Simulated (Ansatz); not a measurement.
Species: BPH$_{3}$, charge 0, doublet. BPH3 (SMILES B[PH], doublet).
B3LYP-D3(BJ)/def2-TZVP minimum from Ansatz (a program for electronic structure):
```
B
H 1 1.1911
H 1 1.1923 2 119.35
P 1 1.8822 2 120.50 3 -174.07
H 4 1.4238 1 96.61 2 -142.94
```
Charge 0, spin multiplicity 2.

Total energies in cc-pV(D+d)Z, 11 correlated electrons, 6 frozen orbitals. Radicals and triplets start from unrestricted determinants; spin-orbit coupling is neglected. Correlated methods leave the cores frozen. No relativity.

```tsv
method	program	energy (Eh)	minus CCSDT(Q) (mEh)
HF	Ansatz	-367.12576	232.62
MP2	Ansatz	-367.31056	47.82
CCSD	Ansatz	-367.35061	7.77
CCSD(T)	Ansatz	-367.35687	1.51
CCSDT(Q)	Ansatz	-367.35838	0.00
```

Rough core times of Ansatz's runs on a shared machine: CCSD(T) under 20 s, CCSDT(Q) 50 s.
